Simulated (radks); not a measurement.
The nuclear charge of the praseodymium ion Pr2+ is varied continuously with 57 electrons held in [Xe] 4f3. Method: Dirac Kohn-Sham, PBE, spin-unpolarised, spherical densities, finite nucleus; open shells fill j = l - 1/2 first; Fermi nuclear charge, rms radius 4.8919 fm; computed with a radial shooting solver on a logarithmic mesh with Libxc functionals. By the Hellmann-Feynman theorem dE/dZ = E(electron-nucleus)/Z, the electronic potential at the nucleus (averaged over a nucleus of fixed radius).

Z,E (hartree),E(electron-nucleus)/Z (hartree),HOMO,e(HOMO) (eV),<r> HOMO (bohr)
58.5,-9051.8424,-377.119,4f5/2,-7.108,1.312
58.6,-9089.6008,-378.049,4f5/2,-8.343,1.267
58.7,-9127.4521,-378.977,4f5/2,-9.652,1.229
58.8,-9165.3962,-379.905,4f5/2,-11.023,1.196
58.9,-9203.4330,-380.832,4f5/2,-12.452,1.166
59,-9241.5625,-381.758,4f5/2,-13.931,1.140
59.1,-9279.7846,-382.684,4f5/2,-15.458,1.117
59.2,-9318.0994,-383.610,4f5/2,-17.028,1.095
59.3,-9356.5066,-384.536,4f5/2,-18.640,1.075
59.4,-9395.0065,-385.462,4f5/2,-20.290,1.057
59.5,-9433.5990,-386.387,4f5/2,-21.978,1.040
59.6,-9472.2840,-387.313,4f5/2,-23.702,1.024
59.7,-9511.0616,-388.239,4f5/2,-25.460,1.009
59.8,-9549.9318,-389.165,4f5/2,-27.251,0.9951
59.9,-9588.8946,-390.092,4f5/2,-29.075,0.9817
60,-9627.9501,-391.018,4f5/2,-30.930,0.9691

The central difference of E at Z = 59 is -381.758 hartree, to compare with the third column; the second derivative is -9.26 hartree.
